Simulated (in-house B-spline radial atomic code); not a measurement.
Atomic self-consistent-field run: Er⁸⁺ (with a hole in an inner shell). Level of theory: Dirac-Hartree-Fock, average of the jj configuration, Fermi nucleus of rms radius 5.2516 fm; calculated with an all-electron radial atomic-structure program (B-spline basis).

In the input, a minus or plus after the letter marks the j = l - 1/2 or j = l + 1/2 subshell.

Command:
```bash
python run_scf.py task.json out
```
Settings (nuclear radius in fm, mass in u):
```
Z                68
configuration    1s2 2s2 2p6 3s2 3p6 3d10 4s2 4p6 4d-4 4d+5 4f10 5s2 5p3
hamiltonian      dirac
method           hf
spin_polarised   False
nucleus          fermi
rms_radius       5.2516
atomic_mass      165.9303
speed_of_light   137.035999084
```

Output (hartree, bohr):
```
 radial grid: 66 intervals, B-splines of order 8, outer radius 16.6667 bohr

 iter        energy (Eh)    residual
    1      -13002.588889    1.45e+00
    2      -13038.707059    1.54e+00
    3      -13066.417739    3.49e-01
    4      -13068.162067    1.24e-01
    5      -13068.252869    3.47e-02
    6      -13068.268001    1.82e-02
    7      -13068.272403    8.93e-04
    8      -13068.272408    2.55e-04
    9      -13068.272409    1.28e-05
   10      -13068.272409    4.55e-07

 total energy                    -13068.27241
 kinetic                           14421.7077
 electron-nucleus                 -32033.2942
 electron-electron                  4543.3141

 first-order corrections (not in the total)
   Gaunt                            14.2926
   retardation                      -1.5074
   frequency dependence             -0.2157
   self-energy                      10.1697
   Uehling                          -1.7432
   Wichmann-Kroll                    0.0607
   recoil                            0.0274

 orbital      occ     eigenvalue          <r>       <r^2>       <1/r>       r_max    small
 1s1/2      2.000     -2130.7079    0.0203678 0.000567817     77.5399     0.01286  6.48e-02
 2s1/2      2.000      -367.0669    0.0858188   0.0087627     18.6676     0.07334  1.45e-02
 2p1/2      2.000      -349.0692    0.0715503  0.00634413      18.597     0.05519  1.45e-02
 2p3/2      4.000      -315.2706    0.0787811  0.00755688     16.1446     0.06137  1.33e-02
 3s1/2      2.000       -88.3915      0.22414   0.0575633     6.85073      0.2069  4.70e-03
 3p1/2      2.000       -80.5048     0.214265   0.0534451     6.75237      0.1949  4.62e-03
 3p3/2      4.000       -73.2714     0.227696   0.0601552     6.13012      0.2076  4.29e-03
 3d3/2      4.000       -59.9925      0.20104    0.047522     5.99805      0.1642  4.15e-03
 3d5/2      6.000       -58.4030     0.205496   0.0495442     5.84003      0.1679  4.05e-03
 4s1/2      2.000       -22.5454     0.505741    0.288469     2.85392      0.4733  1.49e-03
 4p1/2      2.000       -19.3524     0.515408    0.302025     2.74209      0.4763  1.41e-03
 4p3/2      4.000       -17.6125     0.544144    0.336395     2.54013      0.5024  1.30e-03
 4d3/2      4.000       -12.3603     0.568312    0.373331      2.3305       0.505  1.13e-03
 4d5/2      5.000       -12.0385     0.578424    0.386683     2.28277      0.5139  1.10e-03
 4f5/2      4.286        -5.6238     0.658879    0.526356     1.87442      0.4931  7.74e-04
 4f7/2      5.714        -5.5206     0.667674    0.541042     1.85143      0.4979  7.60e-04
 5s1/2      2.000        -6.5913      1.14653     1.46404     1.16571       1.064  3.68e-04
 5p1/2      1.000        -5.6064       1.2258     1.67845     1.08133        1.13  3.27e-04
 5p3/2      2.000        -5.3028      1.28696     1.84768     1.01743        1.19  3.01e-04
```

Time taken, with all properties: 0.88 s on 1 thread of Intel(R) Xeon(R) 6975P-C, on a shared host.

For the Dirac Hamiltonian the kinetic term is c α·p + (β - 1)c².
